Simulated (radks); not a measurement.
Species: V. Configuration: [Ar] 3d3 4s1 4f1 (not the ground configuration). All-electron calculation, scalar-relativistic Kohn-Sham, SCAN, spin-unpolarised, spherical densities, finite nucleus; meta-GGA in the generalised Kohn-Sham scheme; Fermi nuclear charge, rms radius 3.6002 fm. Program: a radial shooting solver on a logarithmic mesh with Libxc functionals. Some entries of the table are withheld. Estimate them.

| orbital | occ. | eigenvalue (hartree) | <1/r> (bohr^-1) | <r^2> (bohr^2) |
|---|---|---|---|---|
| 1s | 2 | (1) | 22.83 | 0.005941 |
| 2s | 2 | -22.67300 | 4.818 | 0.1117 |
| 2p | 6 | -18.92128 | 4.705 | 0.09232 |
| 3s | 2 | -2.90205 | 1.481 | 1.036 |
| 3p | 6 | -1.89454 | 1.347 | 1.215 |
| 3d | 3 | -0.39791 | 0.9767 | (2) |
| 4s | 1 | -0.34257 | 0.4192 | 10.71 |
| 4f | 1 | (3) | 0.06010 | 372.3 |

Answer. 
(1) 1s eigenvalue (hartree): -198.1669
(2) 3d <r^2> (bohr^2): 2.538
(3) 4f eigenvalue (hartree): -0.01426
